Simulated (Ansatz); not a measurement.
A structure relaxed at PBE0-D4/def2-TZVP, charge 0, multiplicity 1:

Cartesian coordinates in Å:
```
N 1.695 0.677 -0.844
Si 0.268 -0.257 -0.935
Si 0.575 -2.138 0.427
O -1.108 0.510 -0.458
Si -1.739 1.566 0.617
H 1.936 1.361 -1.542
H 2.178 0.840 0.024
H 0.063 -0.584 -2.368
H -0.699 -2.883 0.618
H 1.586 -3.063 -0.153
H 1.059 -1.703 1.769
H -2.336 2.716 -0.108
H -2.793 0.888 1.413
H -0.685 2.069 1.540
```

Give its formula and SMILES.

H9NOSi3, `N[SiH]([SiH3])O[SiH3]`.

Point group (tolerance 0.08 Å, 0.16 Å for H)?

C1.

Summarise the bond lengths by kind.

1 × N–Si 1.708 Å; 2 × H–N 1.006 to 1.007 Å; 1 × Si–Si 2.343 Å; 2 × O–Si 1.633 to 1.646 Å; 7 × H–Si 1.484 to 1.492 Å.

Program: Ansatz 0.2.0.
